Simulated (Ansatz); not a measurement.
## A basis-limit estimate, worked out

An elementary step of BHClF₃, closed shell (BClF₂ ([F][B]([F])[Cl]) + HF → BF₃ ([F][B]([F])[F]) + HCl; bonds formed: B1–F6, Cl2–H5; bonds broken: B1–Cl2, H5–F6). “Start” is the structure reached by relaxing down from the saddle towards the reactants; PBE0-D4/def2-TZVP structures. The saddle:

| atom | x (Å) | y (Å) | z (Å) |
| --- | --- | --- | --- |
| B1 | -0.3794 | -0.3287 | -0.0872 |
| Cl2 | 1.5455 | -0.0363 | -0.6223 |
| F3 | -1.1955 | -0.1270 | -1.1032 |
| F4 | -0.5074 | -1.3940 | 0.6796 |
| H5 | 0.8030 | 0.9429 | 0.3603 |
| F6 | -0.2661 | 0.9430 | 0.7729 |

Computed with Ansatz 0.2.0 (basis: def2-TZVPP and def2-QZVPP); correlated methods freeze the cores.

Energies in eV:

| quantity | saddle | start |
| --- | --- | --- |
| Hartree–Fock, triple zeta (X = 3) | -21316.49625 | -21317.77470 |
| Hartree–Fock, quadruple zeta (X = 4) | -21317.23104 | -21318.51414 |
| MP2 correlation, X = 3 | -29.08002 | -28.51251 |
| MP2 correlation, X = 4 | -31.80350 | -31.24257 |
| CCSD(T) correlation, X = 3 | -30.45747 | -29.93170 |

Work out the barrier at the basis limit: extrapolate Hartree–Fock as E(X) = E∞ + A exp(−7.88 √X) and the MP2 correlation as E(X) = E∞ + B X^−2.97 (the exponents that Neese and Valeev fitted for def2-TZVPP and QZVPP), then add CCSD(T) − MP2 in triple zeta.

Each step is linear, so take the differences first (saddle − start): Hartree–Fock 1.27845 (X = 3) and 1.28310 (X = 4); MP2 correlation -0.56751 and -0.56093; CCSD(T) correlation -0.52577.
Two points give E∞ = E(4) + w [E(4) − E(3)], with w = 1/(exp(7.88 (2 − √3)) − 1) = 0.1377 for Hartree–Fock and w = 1/((4/3)^2.97 − 1) = 0.7407 for the correlation.
Hartree–Fock: 1.28310 + 0.1377 × 0.00465 = 1.2837 eV.
MP2 correlation: -0.56093 + 0.7407 × 0.00658 = -0.5561 eV.
CCSD(T) − MP2: -0.52577 − (-0.56751) = 0.0417 eV.
Sum: 1.2837 + (-0.5561) + 0.0417 = 0.7693 eV, or 17.74 kcal/mol. Plain CCSD(T) in triple zeta gives 0.7527 eV, so the larger basis shifts the result by 0.0166 eV.

T1 diagnostic: at most 0.012.

Labels in which every atom is bracketed show which atoms are joined, not bond orders.

For scale, one of the runs: CCSD(T)/def2-TZVPP, 180 basis functions, launched by `ansatz run in.yaml --threads 4 --pin off --events-out ev --progress --plain --max-ram 9574MiB`. Hardware: 4 CPU threads of an Arm Neoverse V1, shared host. Wall time 46 s; peak host memory 1.9 GiB.
